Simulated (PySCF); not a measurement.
GaFClBr, SMILES [F][Ga]([Br])[Cl]. Coordinates come from a PBE-D3(BJ)/def2-SVP optimisation.

Problem. Give the equilibrium geometry at PBE-D3(BJ)/def2-SVP (PySCF confirms it by a frequency run) as a Z-matrix, and its point group. (The exact figures need the calculation; the answer reports its results.)

Solution. point group Cs.
```
Ga
F 1 1.7561
Cl 1 2.1350 2 117.39
Br 1 2.2690 2 118.99 3 180.00
```
